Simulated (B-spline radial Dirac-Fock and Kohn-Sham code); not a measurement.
**Scattering functions of Rb⁹⁺**

System: rubidium as Rb⁹⁺ in the configuration [Ar] 3d10.

Level of theory: relativistic Hartree-Fock (Dirac-Fock) wave functions, averaged over the configuration; an atomic code on a B-spline grid. f₀ is the Fourier transform of the spherical electron density, S the Waller-Hartree incoherent function, and s = sin θ/λ. The electron scattering factor follows from the Mott-Bethe formula f_e = 0.023934 Å⁻¹·(Z − f₀)/s².

```
s (Å⁻¹)      f₀       S  f_e (Å)
      0  28.000   0.000        –
   0.05  27.893   0.096   87.185
    0.1  27.576   0.378   22.555
   0.15  27.061   0.833   10.573
    0.2  26.363   1.437    6.364
   0.25  25.507   2.164    4.401
    0.3  24.520   2.983    3.319
   0.35  23.429   3.866    2.652
    0.4  22.265   4.787    2.204
   0.45  21.056   5.723    1.884
    0.5  19.830   6.656    1.644
    0.6  17.419   8.468    1.302
    0.7  15.182  10.157    1.066
    0.8  13.209  11.701    0.890
    0.9  11.538  13.097    0.752
      1  10.168  14.350    0.642
    1.1   9.071  15.470    0.552
    1.2   8.206  16.469    0.479
    1.4   6.996  18.148    0.366
    1.6   6.222  19.487    0.288
    1.8   5.664  20.576    0.231
      2   5.197  21.483    0.190
    2.5   4.143  23.213    0.126
      3   3.213  24.402    0.090
    3.5   2.489  25.210    0.067
      4   1.983  25.762    0.052
      5   1.435  26.448    0.034
      6   1.186  26.879    0.024
```

f₀ starts at the number of electrons, 28, and has fallen to half at s ≈ 0.76 Å⁻¹. The sum of ⟨r²⟩ over the electrons is 5.817 bohr². For an ion f_e diverges as s goes to zero, because of the net charge.

Values without a named source are computed, but for edge energies of neutral atoms, which are taken from tables.
